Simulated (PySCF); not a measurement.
Spectrum to structure. Theory: TDDFT CAM-B3LYP/def2-SVPD, vertical, gas phase, core orbitals frozen in the response (PySCF 2.14.0, density-fitted response routines). Geometries: GFN2-xTB, one conformer each.

```tsv
state	E (eV)	f
S1	7.49	0.015
S2	7.59	0.117
S3	7.76	0.021
S4	8.01	0.0029
S5	8.09	0.0082
S6	8.25	0.017
S7	8.41	0.041
S8	8.46	0.0084
```

Orbital energies (eV): HOMO-3 -11.09, HOMO-2 -10.61, HOMO-1 -9.83, HOMO -9.69, LUMO 1.00, LUMO+1 1.23, LUMO+2 1.61.

Question: Which structure fits? All have the formula C3H7FSi.
A. `C=C[SiH2]CF`
B. `F[C@H]1CC[SiH2]1`
C. `C1C(F)C[SiH2]1`
D. `C=C[C@H](F)[SiH3]`
E. `F[C@@H]1C[C@H]1[SiH3]`

Answer: C. Its S1 lies at 7.49 eV; the nearest of the others has S1 at 7.76 eV. S1 is HOMO-1→LUMO (87%). Löwdin shares by element: HOMO carbon 55% or more, silicon 24%, hydrogen 4% or more (atoms not listed hold the other 16%); LUMO silicon 35%, hydrogen 24% or more, carbon 11% or more (atoms not listed hold the other 30%). At the same level the other candidates give, for their lowest levels:
- `F[C@@H]1C[C@H]1[SiH3]`: 7.76 eV (f 0.014); 8.07 eV (f 0.005); 8.22 eV (f 0.007); 8.31 eV (f 0.003); 8.58 eV (f 0.044); T1 7.50 eV; HOMO -9.50, LUMO 1.21 eV
- `F[C@H]1CC[SiH2]1`: 6.72 eV (f 0.030); 7.22 eV (f 0.033); 7.36 eV (f 0.044); 7.48 eV (f 0.032); 7.82 eV (f 0.011); T1 6.08 eV; HOMO -9.18, LUMO 0.83 eV
- `C=C[SiH2]CF`: 6.79 eV (f 0.010); 7.22 eV (f 0.439); 7.57 eV (f 0.018); 7.78 eV (f 0.028); 7.94 eV (f 0.012); T1 4.33 eV; HOMO -9.34, LUMO 0.61 eV
- `C=C[C@H](F)[SiH3]`: 6.62 eV (f 0.321); 7.07 eV (f 0.002); 7.49 eV (f 0.015); 7.76 eV (f 0.006); 7.82 eV (f 0.026); T1 4.25 eV; HOMO -8.79, LUMO 0.75 eV
Triplets come from the Tamm–Dancoff approximation.

Without π bonds the low states are Rydberg-like; a valence basis with one diffuse set may place them up to an eV too high.
